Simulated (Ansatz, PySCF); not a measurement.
Breaking the Sn1–H4 bond in BrFH2Sn (SMILES [F][SnH2][Br]) (multiplicity 1 held, fragments rigid). Energies count from the point at 1.700 Å.
Geometry at that point (charge 0, multiplicity 1):
| atom | x (Å) | y (Å) | z (Å) |
|---|---|---|---|
| Sn | -0.8209 | -0.2542 | 0.0412 |
| F | -1.5335 | 1.4364 | -0.5548 |
| Br | 1.6422 | 0.0461 | 0.0704 |
| H | -1.2425 | -1.3772 | -1.1627 |
| H | -1.3881 | -0.4538 | 1.6308 |

Restricted levels (R-, RO-) in cc, def2 and unpolarised 6-31G sets keep to the state of the molecule at rest. Unrestricted levels (U-) break spin symmetry where that is lower. Active spaces are followed from a long bond inwards. Left out are points that failed, MP2 points in a non-variational dive below the minimum, coupled-cluster points behind a sign of a changed root (a jump of the amplitudes, or a one-step jump against full CI or MRCI), small-basis points behind a change of solution, and semi-empirical points at long bonds. Levels need not reach the same state.

Frozen-core correlation. Filled d and f shells under p-block atoms count as core. Rows in LANL2DZ carry no dispersion term and start afresh at each structure. LANL2DZ brings its own core potentials from Na on.

The values were computed with Ansatz (a quantum-chemistry and plane-wave program) with Gaussian orbitals; PySCF for LANL2DZ rows. Each number belongs to the level named beside it. In def2 rows elements past Kr take small-core potentials, without spin–orbit coupling.

Energies in eV.

| R (Å) | U-HF/LANL2DZ | R-r2SCAN/def2-TZVPP | U-B3LYP/LANL2DZ | U-wB97X-V/def2-TZVPP | U-SCS-MP2/def2-TZVPP | FIC-MRCISD+Q on CASSCF(2,2)/def2-TZVPP |
|---|---|---|---|---|---|---|
| 1.360 | 1.25 | 1.33 | 1.30 | 1.32 | 1.44 | 1.45 |
| 1.530 | 0.22 | 0.25 | 0.26 | 0.24 | 0.28 | 0.29 |
| 1.700 | 0.00 | 0.00 | 0.00 | 0.00 | 0.00 | 0.00 |
| 1.869 | 0.22 | 0.17 | 0.16 | 0.20 | 0.18 | 0.16 |
| 2.039 | 0.67 | 0.54 | 0.53 | 0.61 | 0.58 | 0.54 |
| 2.294 | 1.49 | 1.23 | 1.23 | 1.38 | 1.48 | 1.23 |
| 2.549 | 2.00 | 1.92 | 1.95 | 2.18 | 2.45 | 1.89 |
| 2.974 | 2.34 | 2.88 | 2.76 | 2.97 | 3.05 | 2.68 |
| 3.399 | 2.44 | 3.57 | 3.07 | 3.22 | 3.23 | 3.09 |
| 3.909 | 2.48 | 4.11 | 3.19 | 3.30 | 3.29 | 3.28 |
| 4.589 | 2.49 | 4.49 | 3.23 | 3.33 | 3.31 | 3.33 |
| 5.438 | 2.50 | 4.69 | left out | 3.33 | 3.31 | 3.34 |

Doubts at one or more of the structures used: a spin-contaminated determinant (U-HF/LANL2DZ, U-B3LYP/LANL2DZ, U-wB97X-V/def2-TZVPP, U-SCS-MP2/def2-TZVPP); a restricted determinant that unrestricted orbitals would lower (R-r2SCAN/def2-TZVPP).
